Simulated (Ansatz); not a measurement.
CH4Cd (SMILES [CH3][CdH]) moved off its minimum; all values from Ansatz (a quantum-chemistry and plane-wave program), cores frozen in correlated methods. Elements past Kr take the def2 small-core potentials, without spin–orbit coupling.
(charge 0, multiplicity 1)
```xyz
6

Cd    -0.3457    -0.0966     0.0575
H     -1.8256    -0.8695    -0.2413
C      1.4371     1.0545     0.0724
H      2.0465     0.6242     0.9276
H      1.3519     1.8490     0.4236
H      2.1248     0.4004    -0.4564
```

Forces at MP2/def2-TZVPPD (eV/Å):

```csv
atom,Fx,Fy,Fz
Cd1,-0.367,0.283,-0.340
H2,0.490,0.102,0.253
C3,1.484,-15.924,-2.196
H4,-1.131,-0.023,0.671
H5,-0.715,13.730,3.613
H6,0.240,1.833,-2.001
```

Problem. Give the forces (eV/Å), the total energy and the dipole at CCSD(T)/def2-TZVPPD.

Solution. 
```json
[
 {"atom": "Cd1", "Fx": "-0.405", "Fy": "0.213", "Fz": "-0.284"},
 {"atom": "H2", "Fx": "0.234", "Fy": "-0.028", "Fz": "0.195"},
 {"atom": "C3", "Fx": "1.570", "Fy": "-15.669", "Fz": "-2.252"},
 {"atom": "H4", "Fx": "-1.047", "Fy": "-0.080", "Fz": "0.823"},
 {"atom": "H5", "Fx": "-0.672", "Fy": "13.768", "Fz": "3.602"},
 {"atom": "H6", "Fx": "0.321", "Fy": "1.795", "Fz": "-2.084"}
]
```
Energy -207.6103 hartree, dipole 0.91 D.
